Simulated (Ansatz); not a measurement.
## One elementary step

Start structure (SnH$_{4}$BrCl, closed shell), relaxed at PBE0-D4/def2-TZVP:

Sn1  (-1.077, -0.010, -0.348)
Cl2  (0.400, -1.790, 0.088)
H3  (-0.340, 0.894, -1.580)
H4  (-1.225, 0.822, 1.123)
H5  (-2.517, -0.766, -0.840)
H6  (2.077, -0.215, 0.665)
Br7  (2.683, 1.065, 0.891)
(Å)

The step: SnH₃Cl ([Cl][SnH3]) + HBr → SnH₃Br ([Br][SnH3]) + HCl; bonds formed: Sn1–Br7, Cl2–H6; bonds broken: Sn1–Cl2, H6–Br7. Ansatz 0.2.0; basis: def2-TZVPP and def2-QZVPP; cores frozen in the correlated methods. Filled d shells of the heavier atoms are correlated. Core potentials replace the inner electrons of the atoms past krypton. The def2 sets are not built for correlating such inner shells, so the correlated values are less sure here. Extrapolation: Hartree–Fock as exp(−7.88 √X), correlation as X^−2.97. Energies below are by CCSD(T) at an estimated basis limit (MP2 extrapolated from triple and quadruple zeta, plus CCSD(T) − MP2 in triple zeta).

(1) What are the electronic barrier and the energy of the step, from the start structure to the end structure? (An estimate is asked for; the value comes from the calculation.)

No T1 diagnostic of these runs exceeds 0.012.

Answers

(1) The calculation gives: Barrier 93.8 kJ/mol; step energy -16.5 kJ/mol (downhill); reverse barrier, their difference, 110.3 kJ/mol. Barrier and step energy count from the start structure, the reverse barrier from the end structure.

The saddle point: One imaginary mode of 318i cm⁻¹.
```csv
pair,start (Å),saddle (Å),end (Å)
Sn1–Br7,4.10,2.87,2.51
Cl2–H6,2.37,1.48,1.29
Sn1–Cl2,2.35,2.69,3.94
H6–Br7,1.43,1.77,2.50
```

Zero-point energy (harmonic, PBE0-D4): ZPE is 75.8 kJ/mol at the start and 71.8 kJ/mol at the saddle, so the barrier goes from 93.8 to 89.8 kJ/mol.

Labels in which every atom is bracketed show which atoms are joined, not bond orders.

For scale, one of the runs: CCSD(T)/def2-TZVPP, 196 basis functions (an equivalent command: `ansatz run in.yaml --threads 4`). Hardware: 4 CPU threads, shared host. Wall time 74 s; peak host memory 2.6 GiB.
